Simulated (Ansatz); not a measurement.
Ge₂₀H₃₀, a nanocrystal cut from cubic germanium, relaxed as a singlet with RKS PBE-D4/def2-SVP in Ansatz, starting from the GFN2-xTB geometry. Force threshold 0.03 eV/Å.

Single mean-field runs in def2-SVP are fitted with def2-universal-jkfit.

Start:

```xyz
50

Ge   -1.178    1.272    2.577
Ge   -0.061   -2.478    3.518
Ge   -2.984   -0.310   -0.808
Ge   -1.712   -3.927    0.416
Ge    2.785    0.933    3.143
Ge   -0.333    2.863   -1.161
Ge    3.565    2.392   -0.286
Ge    0.956   -0.812   -0.130
Ge   -0.805   -2.212   -3.602
Ge    1.624    0.696   -3.927
Ge   -1.620   -0.694    3.925
Ge    0.805    2.215    3.603
Ge   -0.961    0.817    0.130
Ge    0.334   -2.861    1.157
Ge   -3.561   -2.395    0.284
Ge   -2.787   -0.932   -3.143
Ge    2.982    0.310    0.809
Ge    1.716    3.923   -0.416
Ge    0.061    2.477   -3.522
Ge    1.178   -1.267   -2.576
H    -2.335    2.260    2.801
H     1.226   -2.230    4.286
H    -0.560   -3.768    4.145
H    -4.189    0.636   -0.676
H    -2.042   -5.066    1.363
H    -1.540   -4.649   -0.908
H     2.854   -0.269    4.067
H     4.025    1.710    3.550
H    -1.464    3.897   -1.038
H     4.725    3.028    0.456
H     4.156    2.170   -1.666
H    -1.020   -3.663   -3.212
H    -0.579   -2.313   -5.100
H     3.044    1.202   -3.759
H     1.601    0.299   -5.391
H    -1.599   -0.298    5.390
H    -3.042   -1.198    3.758
H     0.579    2.313    5.101
H     1.021    3.666    3.219
H     1.468   -3.890    1.035
H    -4.156   -2.176    1.662
H    -4.722   -3.032   -0.457
H    -4.026   -1.711   -3.546
H    -2.860    0.270   -4.066
H     4.184   -0.641    0.678
H     1.543    4.644    0.908
H     2.045    5.066   -1.357
H     0.553    3.766   -4.152
H    -1.226    2.226   -4.285
H     2.333   -2.258   -2.797
```

```json
{"step": "1", "energy (eV)": "-1130552.3993", "largest force component (eV/Å)": "0.536", "SCF passes": "18"}
{"step": "2", "energy (eV)": "-1130553.0119", "largest force component (eV/Å)": "0.213", "SCF passes": "19"}
{"step": "3", "energy (eV)": "-1130553.1192", "largest force component (eV/Å)": "0.014", "SCF passes": "18"}
```

Force components are those of the run's own axes.

End:

```xyz
50

Ge   -1.217    1.296    2.516
Ge   -0.008   -2.454    3.501
Ge   -2.971   -0.241   -0.775
Ge   -1.676   -3.916    0.368
Ge    2.772    0.874    3.134
Ge   -0.394    2.844   -1.117
Ge    3.557    2.348   -0.327
Ge    0.928   -0.789   -0.126
Ge   -0.790   -2.244   -3.551
Ge    1.663    0.692   -3.879
Ge   -1.662   -0.691    3.877
Ge    0.790    2.246    3.552
Ge   -0.929    0.791    0.126
Ge    0.395   -2.843    1.116
Ge   -3.555   -2.350    0.326
Ge   -2.773   -0.874   -3.133
Ge    2.971    0.241    0.776
Ge    1.678    3.914   -0.368
Ge    0.007    2.454   -3.502
Ge    1.216   -1.294   -2.516
H    -2.400    2.302    2.681
H     1.303   -2.098    4.256
H    -0.559   -3.782    4.105
H    -4.158    0.762   -0.615
H    -2.007   -5.054    1.382
H    -1.515   -4.564   -1.036
H     2.738   -0.371    4.063
H     4.036    1.709    3.504
H    -1.575    3.854   -0.958
H     4.721    2.995    0.485
H     4.064    2.116   -1.777
H    -1.057   -3.696   -3.065
H    -0.543   -2.297   -5.090
H     3.086    1.261   -3.619
H     1.589    0.260   -5.375
H    -1.589   -0.259    5.374
H    -3.085   -1.259    3.618
H     0.542    2.296    5.091
H     1.057    3.698    3.068
H     1.578   -3.851    0.957
H    -4.063   -2.119    1.777
H    -4.718   -2.997   -0.487
H    -4.036   -1.711   -3.502
H    -2.742    0.371   -4.063
H     4.156   -0.764    0.617
H     1.517    4.560    1.036
H     2.010    5.054   -1.379
H     0.554    3.782   -4.109
H    -1.305    2.095   -4.255
H     2.400   -2.300   -2.680
```

By distances, no bond broke or formed. The bond that changes most is Ge8–Ge13, from 2.53 to 2.45 Å (atoms count from 1).

No frequencies were taken in this run, so the end may be a saddle point.

Run time 10 s (11 threads of AMD EPYC 7R13 on a shared host and a whole NVIDIA H100 80GB HBM3), peak host memory 1.6 GiB.
